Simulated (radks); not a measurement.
Spin polarisation of the 5d1 shell in neutral lanthanum. Start: [Xe] 5d(up 0.5, down 0.5) 6s2; electrons of 5d are moved from spin down to spin up, other shells keep equal spins. Method: non-relativistic Kohn-Sham, r2SCAN, spin-polarised, spherical densities, point nucleus; meta-GGA in the generalised Kohn-Sham scheme; computed with a radial shooting solver on a logarithmic mesh with Libxc functionals.

moment (Bohr magnetons),E - E(0) (eV),e(5d up) (eV),e(5d down) (eV),6s down minus up (eV)
0,0.000,-3.648,-3.648,0.000
0.25,-0.012,-3.742,-3.550,0.080
0.5,-0.048,-3.831,-3.448,0.159
0.75,-0.108,-3.916,-3.343,0.239
1,-0.191,-3.996,-3.234,0.321

At moment 1 the spin-polarisation energy is -0.191 eV and the 5d exchange splitting 0.762 eV, that is 0.762 eV per Bohr magneton; E = -I m^2/4 would give I = 0.765 eV.
